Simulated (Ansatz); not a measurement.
`CN[Si](F)(Cl)OC` and `CN[Si](F)(F)OC` differ in one atom or group.

Ansatz, PBE0-D4/def2-TZVP geometries, multiplicity 1. Each molecule was computed in one conformer, which needn't be the lowest.

```csv
property,`CN[Si](F)(Cl)OC`
size of the dipole moment (ωB97M-V/def2-TZVPP) / D,3.10
HOMO energy (PBE0/def2-TZVPP) / eV,-7.44
LUMO energy (PBE0/def2-TZVPP) / eV,0.75
HOMO energy (ωB97M-V/def2-TZVPP) / eV,-9.78
size of the dipole moment (B3LYP/def2-TZVPP) / D,3.11
LUMO energy (PBE/def2-TZVPP) / eV,-0.12
```

(1) What does the change do to each property? (Best estimate.)

Results:

(1) The calculation gave: 
| property | `CN[Si](F)(F)OC` | shift |
| --- | --- | --- |
| size of the dipole moment (ωB97M-V/def2-TZVPP) / D | 1.72 | -1.38 |
| HOMO energy (PBE0/def2-TZVPP) / eV | -7.36 | 0.08 |
| LUMO energy (PBE0/def2-TZVPP) / eV | 0.93 | 0.18 |
| HOMO energy (ωB97M-V/def2-TZVPP) / eV | -9.72 | 0.06 |
| size of the dipole moment (B3LYP/def2-TZVPP) / D | 1.74 | -1.37 |
| LUMO energy (PBE/def2-TZVPP) / eV | 0.05 | 0.17 |

With PBE0 the HOMO rises by 0.08 eV and the LUMO rises by 0.18 eV, so the gap widens by about 0.10 eV. PBE moves the HOMO by 0.11 eV and ωB97M-V by 0.06 eV. Dipoles are sizes alone; their direction can turn.

B3LYP here is the variant with VWN-RPA as its local correlation; programs differ in this.
